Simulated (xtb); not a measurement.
A run for xtb: GFN2-xTB on F2GaH2N (SMILES [NH2][Ga]([F])[F]), a point of a torsion scan.

```
$ xtb mol.xyz --gfn 2 --sp --chrg 0 --uhf 0
6

N     -1.14464022    -0.15670394    -0.27955145
Ga     0.69279441    -0.29495826    -0.47966571
F      1.53885411    -0.14027903    -1.98399515
F      1.72889221    -0.81003499     0.83316997
H     -1.45030643     0.79732640    -0.09729995
H     -1.43002764    -0.71011476     0.52832821
```

It printed:

```
[...]
           -------------------------------------------------
          |                Calculation Setup                |
           -------------------------------------------------



           -------------------------------------------------
          |                 G F N 2 - x T B                 |
           -------------------------------------------------

        Reference                      10.1021/acs.jctc.8b01176
      * Hamiltonian:
        H0-scaling (s, p, d)           1.850000    2.230000    2.230000
        zeta-weighting                 0.500000
      * Dispersion:
        s8                             2.700000
        a1                             0.520000
        a2                             5.000000
        s9                             5.000000
      * Repulsion:
        kExp                           1.500000    1.000000
        rExp                           1.000000
      * Coulomb:
        alpha                          2.000000
        third order                    shell-resolved
        anisotropic                    true
        a3                             3.000000
        a5                             4.000000
        cn-shift                       1.200000
        cn-exp                         4.000000
        max-rad                        5.000000


          ...................................................
          :                      SETUP                      :
          :.................................................:
          :  # basis functions                  24          :
          :  # atomic orbitals                  23          :
          :  # shells                           11          :
          :  # electrons                        24          :
          :  max. iterations                   250          :
          :  Hamiltonian                  GFN2-xTB          :
          :  restarted?                      false          :
          :  GBSA solvation                  false          :
          :  PC potential                    false          :
          :  electronic temp.          300.0000000     K    :
          :  accuracy                    1.0000000          :
          :  -> integral cutoff          0.2500000E+02      :
          :  -> integral neglect         0.1000000E-07      :
          :  -> SCF convergence          0.1000000E-05 Eh   :
          :  -> wf. convergence          0.1000000E-03 e    :
          :  Broyden damping             0.4000000          :
          :  net charge                          0          :
          :  unpaired electrons                  0          :
          ...................................................

 iter      E             dE          RMSdq      gap      omega  full diag
   1    -14.6853471 -0.146853E+02  0.158E+01    2.92       0.0  T
   2    -14.7346408 -0.492937E-01  0.121E+01    4.19       1.0  T
   3    -14.7606954 -0.260546E-01  0.685E+00    3.30       1.0  T
   4    -14.7639310 -0.323554E-02  0.147E+00    3.30       1.0  T
   5    -14.7645971 -0.666093E-03  0.839E-01    3.38       1.0  T
   6    -14.7646457 -0.486451E-04  0.289E-01    3.41       1.0  T
   7    -14.7647545 -0.108788E-03  0.570E-02    3.46       1.0  T
   8    -14.7647596 -0.507962E-05  0.120E-02    3.45       3.4  T
   9    -14.7647597 -0.112748E-06  0.725E-03    3.45       5.6  T
  10    -14.7647598 -0.664945E-07  0.620E-04    3.45      65.9  T
  11    -14.7647598 -0.503521E-09  0.137E-04    3.45     298.5  T

   *** convergence criteria satisfied after 11 iterations ***

         #    Occupation            Energy/Eh            Energy/eV
      -------------------------------------------------------------
         1        2.0000           -0.8209821             -22.3401
       ...           ...                  ...                  ...
         6        2.0000           -0.5194880             -14.1360
         7        2.0000           -0.5135721             -13.9750
         8        2.0000           -0.5121893             -13.9374
         9        2.0000           -0.5097023             -13.8697
        10        2.0000           -0.5061474             -13.7730
        11        2.0000           -0.5004310             -13.6174
        12        2.0000           -0.4636892             -12.6176 (HOMO)
        13                         -0.3369150              -9.1679 (LUMO)
        14                         -0.1379032              -3.7525
        15                         -0.0181005              -0.4925
        16                          0.0037433               0.1019
        17                          0.0120185               0.3270
       ...                                ...                  ...
        23                          1.0262435              27.9255
      -------------------------------------------------------------
                  HL-Gap            0.1267742 Eh            3.4497 eV
             Fermi-level           -0.4003021 Eh          -10.8928 eV

 SCC (total)                   0 d,  0 h,  0 min,  0.006 sec
 SCC setup                      ...        0 min,  0.000 sec (  1.685%)
 Dispersion                     ...        0 min,  0.000 sec (  0.548%)
 classical contributions        ...        0 min,  0.000 sec (  0.290%)
 integral evaluation            ...        0 min,  0.001 sec ( 15.765%)
 iterations                     ...        0 min,  0.004 sec ( 58.695%)
 molecular gradient             ...        0 min,  0.001 sec ( 21.029%)
 printout                       ...        0 min,  0.000 sec (  1.675%)

         :::::::::::::::::::::::::::::::::::::::::::::::::::::
         ::                     SUMMARY                     ::
         :::::::::::::::::::::::::::::::::::::::::::::::::::::
         :: total energy             -14.716938801512 Eh    ::
         :: gradient norm              0.003891810031 Eh/a0 ::
         :: HOMO-LUMO gap              3.449702014376 eV    ::
         ::.................................................::
         :: SCC energy               -14.764759146411 Eh    ::
         :: -> isotropic ES            0.058149241202 Eh    ::
         :: -> anisotropic ES         -0.000429846757 Eh    ::
         :: -> anisotropic XC          0.002187848193 Eh    ::
         :: -> dispersion             -0.002096263020 Eh    ::
         :: repulsion energy           0.047820344899 Eh    ::
         :: add. restraining           0.000000000000 Eh    ::
         :: total charge               0.000000000000 e     ::
         :::::::::::::::::::::::::::::::::::::::::::::::::::::

           -------------------------------------------------
          |                Property Printout                |
           -------------------------------------------------

    * Orbital Energies and Occupations

         #    Occupation            Energy/Eh            Energy/eV
      -------------------------------------------------------------
         1        2.0000           -0.8209821             -22.3401
         2        2.0000           -0.8172082             -22.2374
         3        2.0000           -0.6586517             -17.9228
         4        2.0000           -0.5972824             -16.2529
         5        2.0000           -0.5648401             -15.3701
         6        2.0000           -0.5194880             -14.1360
         7        2.0000           -0.5135721             -13.9750
         8        2.0000           -0.5121893             -13.9374
         9        2.0000           -0.5097023             -13.8697
        10        2.0000           -0.5061474             -13.7730
        11        2.0000           -0.5004310             -13.6174
        12        2.0000           -0.4636892             -12.6176 (HOMO)
        13                         -0.3369150              -9.1679 (LUMO)
Note: The following floating-point exceptions are signalling: IEEE_DENORMAL
normal termination of xtb
        14                         -0.1379032              -3.7525
        15                         -0.0181005              -0.4925
        16                          0.0037433               0.1019
        17                          0.0120185               0.3270
        18                          0.0261001               0.7102
        19                          0.0724451               1.9713
        20                          0.1946016               5.2954
        21                          0.3100984               8.4382
        22                          0.8703810              23.6843
        23                          1.0262435              27.9255
      -------------------------------------------------------------
                  HL-Gap            0.1267742 Eh            3.4497 eV
             Fermi-level           -0.4003021 Eh          -10.8928 eV

     #   Z          covCN         q      C6AA      α(0)
     1   7 N        2.526    -0.294    27.611     7.804
     2  31 Ga       2.200     0.270   211.908    32.646
     3   9 F        0.693    -0.199    11.242     3.959
     4   9 F        0.693    -0.221    11.465     3.998
     5   1 H        0.862     0.220     1.008     1.572
     6   1 H        0.864     0.224     0.992     1.560

 Mol. C6AA /au·bohr⁶  :        770.868174
 Mol. C8AA /au·bohr⁸  :      43814.798809
 Mol. α(0) /au        :         51.538416


Wiberg/Mayer (AO) data.
largest (>0.10) Wiberg bond orders for each atom

 ---------------------------------------------------------------------------
     #   Z sym  total        # sym  WBO       # sym  WBO       # sym  WBO
 ---------------------------------------------------------------------------
     1   7 N    3.240 --     2 Ga   1.157     6 H    0.902     5 H    0.901
                             4 F    0.143     3 F    0.136
     2  31 Ga   3.530 --     3 F    1.158     1 N    1.157     4 F    1.122
     3   9 F    1.364 --     2 Ga   1.158     1 N    0.136
     4   9 F    1.332 --     2 Ga   1.122     1 N    0.143
     5   1 H    0.951 --     1 N    0.901
     6   1 H    0.950 --     1 N    0.902
 ---------------------------------------------------------------------------

Topologies differ in total number of bonds
Writing topology from bond orders to xtbtopo.mol

molecular dipole:
                 x           y           z       tot (Debye)
 q only:       -1.520       0.359       0.493
   full:       -1.421       0.500       0.718       4.241
molecular quadrupole (traceless):
                xx          xy          yy          xz          yz          zz
 q only:       -0.391       1.160       2.752      -0.166       0.095      -2.361
  q+dip:       -0.721       0.905       3.649      -1.244      -0.037      -2.928
   full:       -2.545       1.587       6.761      -1.283       0.749      -4.217


           -------------------------------------------------
          | TOTAL ENERGY              -14.716938801512 Eh   |
          | GRADIENT NORM               0.003891810031 Eh/α |
          | HOMO-LUMO GAP               3.449702014376 eV   |
           -------------------------------------------------

------------------------------------------------------------------------
------------------------------------------------------------------------
 total:
 SCF:
```

The run finished.

Cost: very roughly 0.04 core-seconds.
